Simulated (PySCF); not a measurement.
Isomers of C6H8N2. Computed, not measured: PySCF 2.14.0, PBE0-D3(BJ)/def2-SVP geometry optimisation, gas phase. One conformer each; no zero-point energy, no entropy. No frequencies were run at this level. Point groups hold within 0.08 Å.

**Question.** Order them by energy at this level, lowest first, and give relative energies in kcal/mol.
A. `[N:1]#[C:2][CH2:3][C@H:4]1[CH:5]=[N:6][CH2:7][CH2:8]1` with C2–C3–C4–C5 180°
B. `[NH2:1][CH2:2][c:3]1[cH:4][cH:5][n:6][cH:7][cH:8]1` with H–N1–C2–C3 -58° and 58°, N1–C2–C3–C4 -88° (4-(aminomethyl)pyridine)
C. `[N:1]#[C:2][CH2:3][CH2:4][CH2:5][CH2:6][C:7]#[N:8]` with C2–C3–C4–C5 -61°, C3–C4–C5–C6 180°, C4–C5–C6–C7 61° (adiponitrile)
D. `Nc1ccccc1N` (o-phenylenediamine)

**Answer.** D (0.0), B (15.5), C (33.6), A (34.5).

As drawn, the lowest has an aromatic ring and an N–H bond, which the highest lacks; the highest has a C≡N group and a C=N bond, which the lowest lacks. Neighbours under 2.5 kcal/mol apart (N#CCCCCC#N and N#CC[C@H]1C=NCC1) can change places with a better method, another conformer or zero-point energy.

```tsv
SMILES	E (Eh)	E rel (kcal/mol)	dipole (D)	point group	A, B, C (MHz)
Nc1ccccc1N	-342.33438	0.0	1.73	C2	3364, 2215, 1341
NCc1ccncc1	-342.30967	15.5	1.27	Cs	4819, 1468, 1229
N#CCCCCC#N	-342.28079	33.6	0.00	Ci	6235, 846.9, 772.5
N#CC[C@H]1C=NCC1	-342.27939	34.5	1.93	C1	5529, 1230, 1075
```
